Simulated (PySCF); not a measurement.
C2H5FN2Si, SMILES [Si@@H]1([C@@H](F)N=C1)N. Atoms are numbered in the order given.

```xyz
11

N      2.0122     0.5012     0.4040
Si     0.4095     0.8741    -0.0575
C     -1.0287     0.5084     1.1229
N     -1.5576    -0.4414     0.4322
C     -0.7138    -0.5274    -0.7688
F     -0.1337    -1.7652    -0.8656
H      2.2808    -0.3994     0.7804
H      2.8046     1.0769     0.1535
H      0.4712     2.2145    -0.7180
H     -1.4842     0.8231     2.0740
H     -1.3291    -0.3699    -1.6728
```
Charge 0, spin multiplicity 1.

The structure is a stationary point at PBE0-D3(BJ)/def2-SVP. The structure was generated by enumeration; whether it is a known compound was not checked. The values are those of a single conformer.

The numbers are results of PySCF 2.14.0 with TDDFT-M06-2X/def2-SVPD, not measurements.

Vertical excitations. The molecule is in vacuum.

| state | energy (eV) | λ (nm) | f | main pairs |
|---|---|---|---|---|
| S1 | 3.86 | 322 | 0.000 | HOMO→LUMO 88 % |
| S2 | 5.34 | 232 | 0.001 | HOMO−1→LUMO 86 % |
| S3 | 6.63 | 187 | 0.017 | HOMO−1→LUMO+1 35 %, HOMO→LUMO+1 34 %, HOMO→LUMO+2 8 % |
| S4 | 6.70 | 185 | 0.023 | HOMO→LUMO+1 39 %, HOMO−1→LUMO+1 31 %, HOMO−2→LUMO 7 % |
| S5 | 6.77 | 183 | 0.001 | HOMO→LUMO+2 80 % |
| S6 | 7.22 | 172 | 0.004 | HOMO→LUMO+3 81 % |
| S7 | 7.40 | 168 | 0.043 | HOMO−1→LUMO+2 39 %, HOMO−2→LUMO 34 %, HOMO−1→LUMO+1 7 % |
| S8 | 7.52 | 165 | 0.038 | HOMO−1→LUMO+2 44 %, HOMO−2→LUMO 32 % |
| S9 | 7.74 | 160 | 0.010 | HOMO−1→LUMO+3 55 %, HOMO−1→LUMO+6 16 % |
| S10 | 7.76 | 160 | 0.035 | HOMO−3→LUMO 37 %, HOMO→LUMO+5 26 % |
| T1 | 3.26 | 380 | 0 | HOMO→LUMO 85 % |
| T2 | 4.94 | 251 | 0 | HOMO−1→LUMO 59 %, HOMO−2→LUMO 14 %, HOMO−3→LUMO 14 % |
| T3 | 5.44 | 228 | 0 | HOMO−3→LUMO 59 %, HOMO−1→LUMO 25 % |
| T4 | 6.37 | 195 | 0 | HOMO−1→LUMO+1 42 %, HOMO→LUMO+1 19 %, HOMO−2→LUMO 7 % |
Triplets are in the Tamm–Dancoff approximation, which puts them higher than full response would, so one can lie above its singlet here.
